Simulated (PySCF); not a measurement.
Computed shifts of a molecule C5H10Si, PBE/pcSseg-1 run with PySCF, GIAO, gas phase, atoms alike by connectivity averaged where their shifts nearly agree, in ppm (number of nuclei): ¹³C: 113.9 (1), 81.3 (1), 13.6 (1), 11.0 (1), 8.8 (1). ²⁹Si: -65.3 (1). ¹H: 4.69 (1), 4.53 (1), 2.32 (3), 1.48 (3), 1.13 (1), 0.91 (1). References: ¹³C against TMS (σ = 182.0 ppm); ²⁹Si against TMS (σ = 335.4 ppm); ¹H against TMS (σ = 31.49 ppm), references at their B3LYP-D3(BJ)/def2-TZVP geometries, non-relativistic. Geometry: TPSSh-D3(BJ)/def2-SVP. One conformer was computed; it need not be the lowest.

Task: Which structure fits?
A) C#C[C@H]([SiH3])CC
B) CCC1=C[SiH2]C1
C) C=C=C(C)C[SiH3]
D) CC#C[SiH2]CC

Result: D, CC#C[SiH2]CC
